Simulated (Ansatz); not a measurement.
Calculated with Ansatz (gas phase, PBE0-D4/def2-TZVP geometries, no zero-point term in ΔE). CCSD(T)/CBS is the MP2 limit (def2-TZVPP, def2-QZVPP) plus CCSD(T) − MP2 in def2-TZVPP, frozen cores. This one scheme is used for every species. DFT in def2-TZVPP. No spin–orbit coupling; open shells (•) take unrestricted orbitals. One conformer a species, not always the lowest.

`[OH][Al]([SH])[SH]` → `[SH][Al][SH]`• + `[OH]`•  (homolysis of the Al–O bond)

CCSD(T)/CBS gives +549.0 kJ/mol.

Q: Another level gave +519.8 kJ/mol. Which?
A. revPBE-D4/def2-TZVPP
B. r2SCAN/def2-TZVPP
C. revPBE/def2-TZVPP
D. B2PLYP/def2-TZVPP

A: B. r2SCAN 519.8, revPBE 495.8, B2PLYP 532.5, revPBE-D4 504.5 kJ/mol.

Largest T1 diagnostic among the species: 0.015.

In def2-TZVPP, CCSD(T) changes the Hartree–Fock value by +133.7 kJ/mol (the triples alone add +8.5 kJ/mol) and MP2 by +163.5 kJ/mol; breaking electron pairs costs correlation energy, which Hartree–Fock lacks. Leaving LDA and LC-ωPBE aside and taking each functional with its dispersion term where it has one, the values, not all of them listed here, spread over 41.7 kJ/mol, from revPBE-D4 to ωB97M-V. LDA lies +78.1 kJ/mol from PBE without D4, its usual overbinding. At CCSD(T), def2-SVP lies −38.8 kJ/mol from the extrapolated value and def2-TZVPP −15.4 kJ/mol: correlation converges slowly with the basis, and small sets miss more of it in the bonded molecule than in its fragments.
